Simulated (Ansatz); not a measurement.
```xyz
5

C     0.0000    0.0000   -1.3903
Br    0.0000    0.0000    0.3849
H     0.0000   -0.9563   -1.7093
H    -0.8282    0.4782   -1.7093
H     0.8282    0.4782   -1.7093
```

Basis set: cc-pVDZ (spherical functions). Left uncorrelated: 10 orbitals. Charge 0, multiplicity 1.

Computed with Ansatz (development build ahead of 0.2.0); each method stands on the lowest determinant of its kind that the runs found. Restricted open shells among the atoms or ions are ROHF, correlated in semicanonical orbitals with singles.

(1) Give the atomization energy at this shape (free ground-state atoms in the same class of orbitals less the molecule, no zero-point energy) of singlet CH3Br by RHF-MP2, RHF.

## Answers

(1)

```csv
method,atomization energy
RHF-MP2,1415.4 kJ/mol
RHF,1123.0 kJ/mol
```

Caution: no unrestricted run beside it, a lower state can exist; the shape is not the minimum.
